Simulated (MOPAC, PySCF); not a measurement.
H4OSn, SMILES `[OH][SnH3]`, neutral singlet in the gas phase. 

Cartesian coordinates (Å):
SMILES: [OH][SnH3]
```xyz
6

O      1.3815     0.5680    -0.1846
Sn    -0.4925    -0.0037     0.0710
H      1.9809    -0.1783    -0.2909
H     -1.3132     1.4734     0.2335
H     -0.5759    -0.9705     1.4784
H     -0.9808    -0.8888    -1.3075
```
Charge 0, multiplicity 1.

All levels are single points at this geometry (r2SCAN-D4/def2-TZVP); Pople sets use spherical d functions. Orbital energies aren't observables, and empty levels follow the basis.

```json
[
 {"level": "PBE-D3(BJ)/def2-TZVP in PySCF", "HOMO (eV)": "-6.59", "LUMO (eV)": "-1.34", "gap (eV)": "5.25", "dipole (D)": "1.62", "vertical IE, Delta-SCF (eV)": "–"},
 {"level": "r2SCAN-D4/def2-TZVP in PySCF", "HOMO (eV)": "-6.95", "LUMO (eV)": "-0.91", "gap (eV)": "6.04", "dipole (D)": "1.70", "vertical IE, Delta-SCF (eV)": "–"},
 {"level": "B3LYP/6-31G* (LANL2DZ on Sn) in PySCF", "HOMO (eV)": "-7.54", "LUMO (eV)": "-0.47", "gap (eV)": "7.08", "dipole (D)": "1.91", "vertical IE, Delta-SCF (eV)": "10.42"},
 {"level": "B3LYP/LANL2DZ in PySCF", "HOMO (eV)": "-7.69", "LUMO (eV)": "-0.58", "gap (eV)": "7.10", "dipole (D)": "2.45", "vertical IE, Delta-SCF (eV)": "–"},
 {"level": "BP86/6-31G* (LANL2DZ on Sn) in PySCF", "HOMO (eV)": "-6.25", "LUMO (eV)": "-1.05", "gap (eV)": "5.21", "dipole (D)": "1.77", "vertical IE, Delta-SCF (eV)": "–"},
 {"level": "M06-2X/6-31G* (LANL2DZ on Sn) in PySCF", "HOMO (eV)": "-9.51", "LUMO (eV)": "0.38", "gap (eV)": "9.89", "dipole (D)": "2.00", "vertical IE, Delta-SCF (eV)": "–"},
 {"level": "PBE/6-31G* (LANL2DZ on Sn) in PySCF", "HOMO (eV)": "-6.12", "LUMO (eV)": "-1.05", "gap (eV)": "5.07", "dipole (D)": "1.76", "vertical IE, Delta-SCF (eV)": "10.11"},
 {"level": "SVWN5/6-31G* (LANL2DZ on Sn) in PySCF", "HOMO (eV)": "-6.21", "LUMO (eV)": "-1.19", "gap (eV)": "5.02", "dipole (D)": "1.83", "vertical IE, Delta-SCF (eV)": "10.22"},
 {"level": "HF/6-31G* (LANL2DZ on Sn) in PySCF", "HOMO (eV)": "-11.93", "LUMO (eV)": "2.51", "gap (eV)": "14.44", "dipole (D)": "2.31", "vertical IE, Delta-SCF (eV)": "–"},
 {"level": "AM1 in MOPAC", "HOMO (eV)": "-9.89", "LUMO (eV)": "0.08", "gap (eV)": "9.96", "dipole (D)": "2.46", "vertical IE, Delta-SCF (eV)": "–"},
 {"level": "PM3 in MOPAC", "HOMO (eV)": "-11.30", "LUMO (eV)": "-0.60", "gap (eV)": "10.71", "dipole (D)": "1.91", "vertical IE, Delta-SCF (eV)": "–"},
 {"level": "PM6 in MOPAC", "HOMO (eV)": "-10.36", "LUMO (eV)": "1.25", "gap (eV)": "11.61", "dipole (D)": "3.08", "vertical IE, Delta-SCF (eV)": "–"},
 {"level": "PM7 in MOPAC", "HOMO (eV)": "-10.48", "LUMO (eV)": "2.58", "gap (eV)": "13.06", "dipole (D)": "3.12", "vertical IE, Delta-SCF (eV)": "–"}
]
```
